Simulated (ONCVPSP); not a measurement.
What one change does to a pseudopotential (Ir (Z = 77), ONCV)

ONCVPSP 4.0.1 input, shortened (lines: element, Z, core and valence counts, functional; n l f; lmax; l rc ep ncon nbas qcut; lloc lpopt rc5 dvloc0; l nproj debl; icmod fcfact rcfact), PBEsol, scalar-relativistic:

```
  Ir 77.00   11    3  -116133      upf
    1    0    2.00
    2    0    2.00
    2    1    6.00
    3    0    2.00
    3    1    6.00
    3    2   10.00
    4    0    2.00
    4    1    6.00
    4    2   10.00
    5    0    2.00
    5    1    6.00
    4    3   14.00
    5    2    7.00
    6    0    2.00
    3
    0    2.60    0.00    3    7    3.20
    1    2.60    0.07    4    9    3.10
    2    1.85    0.00    4    9    8.50
    3    0.85    0.00    4    9   16.70
    4    5    0.65    1.00
    0    3    2.90
    1    2    2.30
    2    2    3.10
    3    2    1.00
    0    0.00    0.00
```

In the p channel the program set the typed energies aside and used 0.050, 2.350 Ha. In the f channel the program set the typed energies aside and used -2.287, 0.250 Ha.

Change: f: nbas 7.

Cutoffs: the cutoffs (Ha) at which the residual kinetic energy of the hardest occupied pseudo-wave falls to 1 and 0.1 mHa per electron; they do not see the model core or the augmentation charge, which bear on the density cutoff. Errors are all-electron minus pseudo energies relative to the spin-unpolarised reference configuration.

**Question.** Predict the effect on cutoff, ghosts and configuration errors.

**Answer.** The potential gets softer (338 Ha and 502 Ha → 268 Ha and 368 Ha); both files keep a bound ghost (p, s); the errors of the 4 common tests hardly move.

```csv
quantity,base,changed
"cutoff, loose",338 Ha,268 Ha
"cutoff, tight",502 Ha,368 Ha
loose cutoff by channel,"s 3.9 Ha, d 19 Ha, f 338 Ha","s 3.9 Ha, d 19 Ha, f 268 Ha"
bound ghosts,"s, p","s, p"
GHOST(+) flags under 300 eV,"s at 16.6 eV, p at 21.5 eV, d at 226.7 eV","s at 16.6 eV, p at 21.5 eV, d at 226.7 eV"
"error for 4f14 5d7 6s1, meV [ΔE 9.93 eV]",-8.6,-8.6
"error for 4f14 5d7 6s0, meV [ΔE 27.43 eV]",-25,-25
"error for 4f14 5d6 6s0, meV [ΔE 58.00 eV]",-1.4,-1.4
"error for 4f14 5d7.5 6s1.5, meV [ΔE -0.28 eV]",-10,-10
s: phases at 2.64 bohr within 0.05 rad from the reference energy up to (Ha; the scan ends near 5),0.6,0.6
p: phases at 2.64 bohr within 0.05 rad from the reference energy up to (Ha; the scan ends near 5),0.8,0.8
d: phases at 1.88 bohr within 0.05 rad from the reference energy up to (Ha; the scan ends near 5),to the end of the scan,to the end of the scan
f: phases at 0.86 bohr within 0.05 rad from the reference energy up to (Ha; the scan ends near 5),to the end of the scan,to the end of the scan
```

 A true bound ghost makes a file unfit for plane-wave use even where its test errors are small: the radial tests pick states by their node count and pass the ghost by.
